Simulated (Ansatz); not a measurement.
A thermochemical cycle in electronic energies (no zero-point or thermal terms), species as SMILES, kcal/mol. Geometries: B3LYP-D3(BJ)/def2-TZVP minima from Ansatz (a program for electronic structure). Valence correlation only, unless marked. UHF or UKS for open shells. No spin-orbit coupling. No relativistic terms. Basis-set limits of correlation are two-point, X^-3; Hartree-Fock from the larger set. The bracket is a focal-point correction in the basis named. Anions need diffuse functions, of which def2-TZVPD holds fewer than the aug- sets.

| step | RI-MP2/CBS(aug-cc-pVTZ,aug-cc-pVQZ)+[CCSD(T)-MP2]/aug-cc-pVTZ (Ansatz) | wB97M-V/def2-TZVPD (Ansatz) |
|---|---|---|
| electron affinity EA, positive where the anion is bound: C[O] + e- → C[O-] | 35.9 | 32.4 |
| deprotonation energy A: CO (CH4O) [methanol] -> C[O-] + H+ | 391.5 | 387.5 |
| ionisation of the H atom at the same level, IE | 313.7 | 310.1 |

Q: Find the bond energy D: CO (CH4O) [methanol] → C[O] + H atom.

A: Breaking the bond, ionising the H atom and attaching the electron to the radical add up to the deprotonation, A = D + IE - EA. At RI-MP2/CBS(aug-cc-pVTZ,aug-cc-pVQZ)+[CCSD(T)-MP2]/aug-cc-pVTZ: D = A - IE + EA = 391.5 - 313.7 + 35.9 = 113.7. At wB97M-V/def2-TZVPD: D = A - IE + EA = 387.5 - 310.1 + 32.4 = 109.8. The functional differs from the first level by -3.9 in D, -3.5 in EA and -4.0 in A; for EA and A the gap mixes functional and basis. The site is the one shown; other sites or isomers of the anion may lie lower.
